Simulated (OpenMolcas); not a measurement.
Nb3+ (d2) in a complex was computed by CASSCF with the d shell active (OpenMolcas, ANO-RCC-VDZP on the metal). Its lowest spin-free states, and all those of the highest spin:

| 2S+1 | Degeneracy | E (cm-1) |
| --- | --- | --- |
| 3 | 3 | 0.0 |
| 1 | 3 | 9887 |
| 1 | 2 | 9935 |
| 1 | 1 | 22197 |
| 3 | 3 | 22867 |
| 3 | 3 | 31626 |
| 1 | 3 | 33920 |
| 1 | 3 | 36247 |
| 3 | 1 | 47309 |
| 1 | 2 | 58496 |
| 1 | 1 | 71278 |

Is the site octahedral, tetrahedral or cube-like, axial, or of lower symmetry?

The states with 2S+1 = 3 have orbital degeneracies 3, 3, 3, 1. Threefold states need a cubic site. For d2 at this spin an octahedron puts the threefold T1 below the threefold T2 and a tetrahedron or cube puts the single A2 below the threefold T2, so the site is octahedral. The run had Nb3+ with 6 ligands (water) in octahedral coordination (Th) at 2.17 Å. Ligand basis ANO-RCC-VDZP.

An orbital triplet at a regular site is open to Jahn-Teller coupling, which can distort the site and quench the lowest spin-orbit gaps and is left out. Without dynamic correlation the repulsion within the d shell is too large (B by tens of per cent), so at a given field states of lower spin stand too high. The least metal-like active orbital is 82 % on the metal (Löwdin) and no ligand orbital is active, so the numbers are rough. With metal d orbitals alone the field can be off either way by tens of per cent. Ligand-to-metal charge-transfer states are missing. With no ligand orbital active B as a rule stays too high, so bands that hang on it stand too high and its fall with covalency is understated. The distance lies 4 % over the 2.08 Å that this model takes as the normal distance (a Shannon-type radius plus a fixed donor radius); by an R⁻⁵ law this alone changes a d-shell field by about -19 %. No measured value stands beside these numbers; the geometry is a model, was not optimised and need not be the one that this ion takes.
